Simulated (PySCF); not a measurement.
**Computed properties of Si(CF3)(F)3 (CF6Si), SMILES F[Si](F)(F)C(F)(F)F**

Si(CF3)(F)3 (CF6Si), SMILES FC(F)(F)[Si](F)(F)F. Coordinates come from a B3LYP-D3(BJ)/def2-SVP optimisation. Other conformers were not sampled. All values are computed for the isolated molecule unless a solvent is named; none is compared with measurement here.

**Structure.** The optimised structure has C3v symmetry. All 18 harmonic modes at B3LYP-D3(BJ)/def2-SVP (PySCF) are real, so it is a minimum. With heavy atoms numbered as in [F:1][C:2]([F:3])([F:4])[Si:5]([F:6])([F:7])[F:8], the shortest bond between them is F1–C2 at 1.343 Å and the longest C2–Si5 at 1.911 Å.

**Vibrations.** The strongest infrared lines (harmonic, unscaled, degenerate partners summed) lie at 1173 cm⁻¹ (541 km/mol, C 72 %, F 28 %), 1011 cm⁻¹ (291 km/mol, Si 50 %, F 49 %), 858 cm⁻¹ (161 km/mol, F 71 %, Si 29 %). The softest mode is at 37 cm⁻¹ and the zero-point energy is 15.0 kcal/mol.

**Electronic structure.** PBE0/def2-TZVP (PySCF) places the frontier levels at -10.72 and 0.40 eV, a gap of 11.12 eV, and gives a dipole moment of 0.24 D and a mean polarisability of 34.5 bohr³. PBE/def2-TZVP (PySCF) at the same geometry gives -8.95 and -0.59 eV, so its gap is 2.76 eV narrower. An orbital gap is neither the optical nor the fundamental gap.

**Excitations.** TDA-CAM-B3LYP/def2-SVPD (PySCF) has S1 at 9.94 eV (125 nm, f = 0.094, bright); the most intense of the 10 singlets computed lies at 11.24 eV (f = 0.21). Strengths of degenerate partners are summed. T1 (TDA) is at 8.90 eV, 1.04 eV under S1. TDA-PBE/def2-SVPD (PySCF) puts S1 at 8.34 eV. No vertical singlet excitation falls in the visible range (under 3.1 eV).

**NMR.** GIAO shifts at HF/pcSseg-1 (PySCF) (non-relativistic, atoms alike by connectivity averaged): ¹³C at 112.7 ppm against TMS; ²⁹Si at -92.0 ppm against TMS; ¹⁹F from -126.0 to -58.1 ppm against CFCl3.

**Solvation.** SMD-PBE0/6-31G* (PySCF) gives 3.4 kcal/mol in water, 1.2 kcal/mol in dimethylsulfoxide, 0.4 kcal/mol in benzene (1 M in both phases, gas-phase geometry); of these solvents benzene holds the molecule best.
